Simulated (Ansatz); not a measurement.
`F[SiH](Cl)[S][GeH3]` + H–F → `F[SiH](F)Cl` + `[SH][GeH3]` at 500 K and 1 bar (ligand exchange at the Si–S bond).

Gas-phase electronic energies from Ansatz, PBE0-D4/def2-TZVP geometries. CBS: MP2 limit from def2 TZ/QZ plus the TZ coupled-cluster correction, frozen cores. This one scheme is used for every species. For Ge outer-core shells are correlated without core-valence functions, which leaves a few kJ/mol of doubt a bond. Scalar relativity is left out up to krypton. Each species was taken in one conformer, which may not be the lowest.

```csv
species,CCSD(T)/CBS energy (Eh),H − E (kJ/mol),S (J/(mol·K))
`F[SiH](Cl)[S][GeH3]`,-3325.10853,156.1,461.1
H–F,-100.39570,39.4,188.7
`F[SiH](F)Cl`,-949.23245,73.8,338.6
`[SH][GeH3]`,-2476.30083,114.8,326.3
```

H − E and S are ideal-gas, rigid-rotor, harmonic terms from PBE0-D4/def2-TZVP, for one conformer and one mirror image of each species. 1 Eh = 2625.50 kJ/mol, R = 8.31446 J/(mol·K).

**Question.** By hand: ΔE, ΔH, ΔS and ΔG.

**Answer.** ΔE = (-949.23245) + (-2476.30083) − (-3325.10853) − (-100.39570) = -0.02905 Eh = -76.3 kJ/mol. Δ(H − E) = 73.8 + 114.8 − 156.1 − 39.4 = -6.9, so ΔH = -83.2 kJ/mol. ΔS = 338.6 + 326.3 − 461.1 − 188.7 = 15.1 J/(mol·K). ΔG = -83.2 − 500 × (15.1)/1000 = -90.8 kJ/mol.

**Question.** By hand: the equilibrium constant, and the temperature at which ΔG would vanish if ΔH and ΔS stayed fixed.

**Answer.** log₁₀ K = −ΔG/(RT ln 10) = 9.5. ΔH and −TΔS have one sign here, so there is no such temperature.

ΔH outweighs TΔS. A doubt of 5 kJ/mol in ΔE shifts log₁₀ K by 0.5 here. Other conformers and mirror images would add mixing entropy, several J/(mol·K) or more a flexible species. Modes under 60 cm⁻¹, often nearly free rotors, make the harmonic entropy too high. These are equilibria of isolated gas molecules and say nothing of rates. Largest T1 diagnostic: 0.011 (customary marks: 0.02 for closed shells, 0.045 for open ones).
